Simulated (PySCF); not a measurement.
Molecule: `F[C@@H]1C[SiH2]N[Si@@H]1F`, C₂H₇F₂NSi₂.

Bonds (- single, = double, # triple, : aromatic): F1-C2, C2-C3, C3-Si4, Si4-N5, N5-Si6, Si6-F7, Si6-C2. C2 carries H8; C3 carries H9, H10; Si4 carries H11, H12; N5 carries H13; Si6 carries H14. Stereochemistry as in F[C@@H]1C[SiH2]N[Si@@H]1F. H9, H12 are cis to F1 on the ring; H10, H11 are trans to F1 on the ring.

Frames of a GFN2-xTB Langevin trajectory at 200 K; GIAO PBE0/pcSseg-1 shieldings in PySCF 2.14, gas phase, non-relativistic; equivalent atoms averaged within each frame.

Shifts are taken against calculated references (same method and geometry level): ¹⁹F (σ = 170.95 ppm) against CFCl3; ¹³C (σ = 186.93 ppm) and ²⁹Si (σ = 349.16 ppm) and ¹H (σ = 31.72 ppm) against TMS; ¹⁵N (σ = 267.73 ppm) vs NH3. The references are static minima.

Question: How do the shifts (ppm) fluctuate along the trajectory?

Answer: 
| time (fs) | F7 | F1 | C2 | C3 | Si6 | Si4 | N5 | H12 | H8 | H14 |
| --- | --- | --- | --- | --- | --- | --- | --- | --- | --- | --- |
| optimised geometry | -170.4 | -243.1 | 86.0 | 18.8 | -7.5 | -25.8 | 34.9 | 5.21 | 5.08 | 5.21 |
| 250 | -171.5 | -249.6 | 89.0 | 16.0 | -7.2 | -22.0 | 31.1 | 5.38 | 5.26 | 5.20 |
| 425 | -158.7 | -224.7 | 85.5 | 13.6 | -4.2 | -28.9 | 41.1 | 4.77 | 3.94 | 5.19 |
| 625 | -164.9 | -228.0 | 97.1 | 16.8 | -6.0 | -28.7 | 32.6 | 5.56 | 5.69 | 5.19 |
| 800 | -174.1 | -244.9 | 85.6 | 17.0 | -10.5 | -30.6 | 35.4 | 4.78 | 5.69 | 5.51 |
| 1000 | -172.9 | -245.9 | 84.5 | 19.6 | -13.9 | -20.6 | 39.4 | 5.33 | 4.98 | 4.97 |
| mean of frames | -168.4 | -238.6 | 88.3 | 16.6 | -8.4 | -26.2 | 35.9 | 5.16 | 5.11 | 5.21 |
| standard deviation | 6.5 | 11.4 | 5.2 | 2.2 | 3.9 | 4.5 | 4.3 | 0.37 | 0.72 | 0.19 |

5 frames give an uncertainty of the mean of about the standard deviation over 2.2 at best, since frames this close in time may not be independent; classical motion lacks zero-point vibration, and the reference would need the same averaging.
